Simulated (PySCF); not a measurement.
NMR data simulated for an unnamed compound:

1H NMR (400 MHz, computed): δ 7.71 (m, 1H), 7.12 (m, 1H), 7.07 (m, 1H), 7.05 (m, 1H), 6.47 (m, 1H), 4.77 (d, 2H), 3.36 (d, 3H).

13C{1H} NMR (computed): δ 156.8 (CH), 156.8 (C), 155.8 (CH), 154.2 (CH), 135.5 (CH), 116.9 (CH).

- NMR shieldings at B3LYP/pcSseg-1/GIAO
- PBE0-D3(BJ)/def2-SVP geometry
- program: PySCF
- averaged over atoms made equivalent by symmetry, fast rotation or ring inversion, no relativistic terms, no solvent model, one computed conformer

Shifts are taken against calculated references (same method and geometry level): TMS for 1H, 13C.

Which of these does the molecule contain: a Si–H bond, an S-methyl group, a non-aromatic C=C double bond, an NH or NH2 group, a nitrile, a heteroaromatic ring?

Results:


- A Si–H bond: yes (δH 3.36 (d)).
- An S-methyl group: no.
- A non-aromatic C=C double bond: yes.
- An NH or NH2 group: no.
- A nitrile: no.
- A heteroaromatic ring: yes.

The data belong to `[SiH3]/C=C\[SiH2]c1ccco1`, C6H10OSi2; they needn't prove each group on their own.

Carbon signals by region: 6 in the sp2 and nitrile region (100–160 ppm).

Shifts are as computed. Against solution values, carbons near 30 ppm lie about +2 ppm off and those near 130 ppm about +6 ppm. Of 1211 compounds with measured shifts, 218 miss one by over three times the rms of a fit or turn the order of signals round; such compounds aren't used in these exercises. Multiplicities follow the n + 1 count of equivalent neighbours, as no J values were calculated; m marks all less simple cases, F and P coupling included.
